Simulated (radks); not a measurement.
Problem. Bi2+, 81 electrons, occupied as [Hg] 6p1 (the NIST ground configuration). All-electron calculation, Dirac Kohn-Sham, relativistic LDA (MacDonald-Vosko exchange, VWN5 correlation), spin-unpolarised, spherical densities, finite nucleus; open shells fill j = l - 1/2 first; Fermi nuclear charge, rms radius 5.5211 fm. Program: a radial shooting solver on a logarithmic mesh with Libxc functionals. Some entries of the table are withheld. Estimate them.

| orbital | occ. | eigenvalue (eV) | <r^2> (bohr^2) |
|---|---|---|---|
| 1s1/2 | 2 | (1) | 0.0003497 |
| 2s1/2 | 2 | -16154.56 | 0.005233 |
| 2p1/2 | 2 | -15539.99 | 0.003672 |
| 2p3/2 | 4 | -13253.44 | 0.004849 |
| 3s1/2 | 2 | -3914.456 | 0.03386 |
| 3p1/2 | 2 | -3633.214 | (2) |
| 3p3/2 | 4 | -3120.687 | (3) |
| 3d3/2 | 4 | -2654.746 | 0.02811 |
| 3d5/2 | 6 | -2545.393 | 0.02981 |
| 4s1/2 | 2 | -910.7854 | 0.1617 |
| 4p1/2 | 2 | -787.8436 | (4) |
| 4p3/2 | 4 | -661.2082 | (5) |
| 4d3/2 | 4 | -459.6969 | (6) |
| 4d5/2 | 6 | -435.9230 | (7) |
| 5s1/2 | 2 | -173.7744 | 0.7778 |
| 4f5/2 | 6 | -173.1535 | 0.2291 |
| 4f7/2 | 8 | -167.6649 | 0.2355 |
| 5p1/2 | 2 | -130.8446 | 0.8851 |
| 5p3/2 | 4 | -106.2045 | 1.074 |
| 5d3/2 | 4 | -46.0447 | 1.676 |
| 5d5/2 | 6 | -43.0136 | 1.797 |
| 6s1/2 | 2 | -30.6098 | (8) |
| 6p1/2 | 1 | -21.2410 | 6.660 |
| 6p3/2 | 0 | -18.5228 | 8.118 |

Solution. 
(1) 1s1/2 eigenvalue (eV): -89802.04
(2) 3p1/2 <r^2> (bohr^2): 0.03069
(3) 3p3/2 <r^2> (bohr^2): 0.03698
(4) 4p1/2 <r^2> (bohr^2): 0.1634
(5) 4p3/2 <r^2> (bohr^2): 0.1944
(6) 4d3/2 <r^2> (bohr^2): 0.2006
(7) 4d5/2 <r^2> (bohr^2): 0.2112
(8) 6s1/2 <r^2> (bohr^2): 4.832
